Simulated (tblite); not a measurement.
A tight-binding relaxation on `[GeH3][CH2]OC1=CC=CS1`.

Computed with GFN2-xTB geometry optimisation, gas phase (tblite 0.8.0). Start geometry: from a force field or distance geometry. The command runs a driver script over a list of jobs; the input below is this job's line of settings and its coordinates in Å.

Command:
```bash
OMP_NUM_THREADS=1 python probes_run.py task.json out
```

Input:
```
{"job": {"kind": "relax", "xc": "GFN2-xTB", "basis": "xTB"}, "charge": 0, "multiplicity": 1}
Ge     3.339600    -0.130900     0.092200
C      1.546800     0.658300     0.078600
O      0.594200    -0.388700     0.005500
C     -0.789800    -0.128200    -0.030300
C     -1.762000    -1.120600    -0.097500
C     -3.066000    -0.600100    -0.113900
C     -3.108400     0.791100    -0.037100
S     -1.526800     1.379100     0.048200
H      4.393700     0.997700     0.188100
H      3.468500    -1.076600     1.315900
H      3.539900    -0.932700    -1.217300
H      1.404900     1.225900     1.029200
H      1.453900     1.334100    -0.775500
H     -1.535500    -2.177300    -0.162000
H     -3.948800    -1.210600    -0.169300
H     -4.012000     1.388500    -0.011800
```

Output:
```
step      E/eV     max force
  0    -652.30525    2.386
  1    -652.50618    0.713
  2    -652.54812    0.556
  3    -652.57575    0.505
  4    -652.60297    0.600
  5    -652.61817    0.492
  6    -652.63077    0.335
  7    -652.63946    0.322
  8    -652.64949    0.350
  9    -652.65801    0.375
... (13 lines left out)
 23    -652.69244    0.039
 24    -652.69266    0.035
 25    -652.69286    0.041
 26    -652.69302    0.033
 27    -652.69311    0.018
 28    -652.69315    0.014
 29    -652.69317    0.014
 30    -652.69319    0.013
 31    -652.69320    0.011
 32    -652.69321    0.009
```

«max force» is the largest atomic force in eV/Å.

**Question.** From which step on does the largest force stay under 0.1 eV/Å, and how much energy is left to gain from there?

**Answer.** From step 20 (0.088 eV/Å), 2.1 meV above the end.

Summary of the converged run: energy lowered by 8.9 kcal/mol over 32 steps; largest atomic force 0.009 eV/Å at the end.

Hardware: an Arm Neoverse N1 with one thread, no GPU, on a shared host. Cost: 0.4 s of wall time.
Labels such as C1 count atoms from 1, the log's own numbers from 0.
